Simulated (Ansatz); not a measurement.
Cost and result up the ladder for Al(PF3)H3 (AlPH3F3) (8 atoms). The state is a singlet with charge 0. Geometry: B3LYP-D4/def2-SVP.

```xyz
8

Al    1.0329    1.1013   -0.1713
F    -0.3981   -2.1778   -0.5097
F    -2.1506   -0.5119   -0.4761
F    -1.0817   -1.1825    1.5867
P    -0.6998   -0.7523    0.1111
H     0.1311    2.1697    0.5883
H     1.0089    1.0409   -1.7603
H     2.1572    0.3126    0.6313
```

Ansatz on 2 threads of Intel Xeon Platinum 8375C on a shared host. Times are rough, and most runs start from the orbitals of an earlier one. CAM-B3LYP-D4/def2-TZVP serves as the yardstick here, not as an exact answer. Differences are given only for rows in sets of like size (and for xTB, whose basis is part of the method), since another set adds its own error. Binding counts from free atoms at the same level (Al doublet, F doublet, P quartet, H doublet; other spins of the atoms weren't run), without zero-point energy or a counterpoise term.

Correlated methods freeze 13 core orbitals. The rows differ in basis, and correlated rows in double-zeta sets carry the largest basis error. Another isomer (singlet) lies 4.31 eV lower at PBE0-D4/def2-TZVP; other spin states weren't run for this one.

Correlated methods converge slowly with the basis, most of all in double-zeta sets.

```json
{"level": "PBE-D4/def2-SVP", "functions": "93", "wall time": "1.1 s", "binding energy per atom (eV)": "3.16", "difference from CAM-B3LYP-D4/def2-TZVP (eV)": "–"}
{"level": "PBE0-D4/def2-SVP", "functions": "93", "wall time": "1.3 s", "binding energy per atom (eV)": "3.02", "difference from CAM-B3LYP-D4/def2-TZVP (eV)": "–"}
{"level": "PBE-D4/def2-TZVP (with forces)", "functions": "185", "wall time": "2.4 s", "binding energy per atom (eV)": "3.21", "difference from CAM-B3LYP-D4/def2-TZVP (eV)": "0.02"}
{"level": "PBE0-D4/def2-TZVP", "functions": "185", "wall time": "2.6 s", "binding energy per atom (eV)": "3.10", "difference from CAM-B3LYP-D4/def2-TZVP (eV)": "-0.09"}
{"level": "MP2/def2-TZVP", "functions": "185", "wall time": "2.6 s", "binding energy per atom (eV)": "3.11", "difference from CAM-B3LYP-D4/def2-TZVP (eV)": "-0.08"}
{"level": "BHLYP-D4/def2-TZVP", "functions": "185", "wall time": "2.8 s", "binding energy per atom (eV)": "3.01", "difference from CAM-B3LYP-D4/def2-TZVP (eV)": "-0.18"}
{"level": "CAM-B3LYP-D4/def2-TZVP", "functions": "185", "wall time": "3 s", "binding energy per atom (eV)": "3.19", "difference from CAM-B3LYP-D4/def2-TZVP (eV)": "0.00"}
{"level": "r2SCAN-D4/def2-TZVP", "functions": "185", "wall time": "3.2 s", "binding energy per atom (eV)": "3.17", "difference from CAM-B3LYP-D4/def2-TZVP (eV)": "-0.02"}
{"level": "CCSD(T)/def2-SVP", "functions": "93", "wall time": "3.9 s", "binding energy per atom (eV)": "2.81", "difference from CAM-B3LYP-D4/def2-TZVP (eV)": "–"}
```
